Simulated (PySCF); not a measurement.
# Assigning NMR signals

Cartesian coordinates in Å; atom numbers follow the order of the lines, from 1:
```xyz
23

C    -1.3645    1.5877   -1.2705
Si   -0.9807    0.1319   -0.1353
C    -1.5332    0.5142    1.6291
C    -1.8348   -1.4246   -0.7687
Si    1.3330   -0.2342   -0.2503
C     1.9241   -1.7507    0.6846
C     2.3714    1.2624    0.2008
Cl    1.6590   -0.6077   -2.3038
H    -0.9763    1.3908   -2.2819
H    -0.9002    2.5163   -0.9028
H    -2.4509    1.7578   -1.3448
H    -1.2914   -0.3127    2.3152
H    -2.6239    0.6710    1.6644
H    -1.0507    1.4272    2.0119
H    -2.9261   -1.2806   -0.8259
H    -1.4667   -1.6766   -1.7753
H    -1.6408   -2.2857   -0.1099
H     2.9959   -1.9293    0.5048
H     1.7745   -1.6096    1.7677
H     1.3688   -2.6483    0.3740
H     3.4399    1.0662    0.0195
H     2.2413    1.5101    1.2669
H     2.0771    2.1388   -0.3959
```

Rapidly exchanging positions averaged, single conformer, isolated molecule, non-relativistic. Shielding tensors at PBE0/pcSseg-1 (GIAO); coordinates at the PBE0-D3(BJ)/def2-SVP level; PySCF 2.14.0 with density-fitted response routines.

Referencing at the same level of theory: TMS for ¹³C (184.41 ppm), ¹H (31.27 ppm).

**Question.** Assign these signals to the numbered atoms. ¹³C{¹H} NMR (computed): δ 2.5, -3.4.

**Answer.** 
| δ (ppm) | atoms | environment | reason |
| --- | --- | --- | --- |
| 2.5 | C6/C7 | methyl carbon bonded to Si | an electropositive neighbour leaves it electron-rich and shielded |
| -3.4 | C1/C3/C4 | methyl carbon bonded to Si | – |

**Question.** Assign these signals to the numbered atoms. ¹H NMR (500 MHz, computed): δ 0.38 (s, 6H), 0.13 (s, 9H).

**Answer.** 
```tsv
δ (ppm)	atoms	environment	reason
0.38	H18/H19/H20/H21/H22/H23	hydrogen on a methyl carbon bonded to Si	an electropositive neighbour shields it, as in TMS itself
0.13	H9/H10/H11/H12/H13/H14/H15/H16/H17	hydrogen on a methyl carbon bonded to Si	–
```

Shifts are as computed. Against solution values, carbons near 30 ppm lie about +2 ppm off and those near 130 ppm about +5 ppm. Of 1211 compounds with measured shifts, 218 miss one by over three times the rms of a fit or turn the order of signals round; such compounds aren't used in these exercises. Multiplicities follow the n + 1 count of equivalent neighbours, as no J values were calculated; m marks all less simple cases, F and P coupling included.
